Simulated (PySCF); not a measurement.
**A search over the determinants of CdBr**

Unrestricted PBE0; basis Cd x2c-TZVPPall, Br x2c-TZVPPall; spin-free X2C with a Gaussian nucleus; PySCF 2.14. Outer shells of the fragments: Cd 4d10 5s2; Br 3d10 4s2 4p5.

Followed along the bond (rough minima from three points):

```csv
2Ms+1,unpaired,⟨S²⟩ at the start,R at minimum (Å),Te (eV)
2,σ ↑,0.75,2.51,0.00
4,"σ ↑, π ↑↑",3.75,none in the scan,≤ 5.24
```

Solutions found at the starting distance of 2.515 Å, counted from the lowest of them; the search is not exhaustive and high or unbound solutions are not listed, so other states can lie among these:

| 2Ms+1 | unpaired | term | E (eV) | ⟨S²⟩ | ⟨Lz²⟩ | μ (D) |
| --- | --- | --- | --- | --- | --- | --- |
| 2 | σ ↑ | ²Σ⁺ | 0.00 | 0.75 | 0.00 | -3.34 |
| 2 | π ↑ | ²Π | 2.87 | 0.75 | 1.01 | 3.00 |
| 2 | π ↑ | ²Π | 3.76 | 0.77 | 1.00 | -2.84 |
| 4 | σ ↑, π ↑↑ | mixed | 5.48 | 3.75 | 2.01 | 2.92 |
| 4 | σ ↑, π ↑↑ | mixed | 5.62 | 3.75 | 2.01 | 3.07 |
| 4 | σ ↑↑, π ↑ | ⁴Π | 6.40 | 3.76 | 1.01 | 1.91 |

A term symbol is given only where ⟨S²⟩ and ⟨Lz²⟩ are close to those of a pure state; real π, δ and φ orbitals otherwise mix terms. A positive dipole means Cd(−)Br(+).

Spin–orbit coupling is left out. Counting both spins, an empty level lies below a filled one in some of these solutions, because spin and occupation are held.
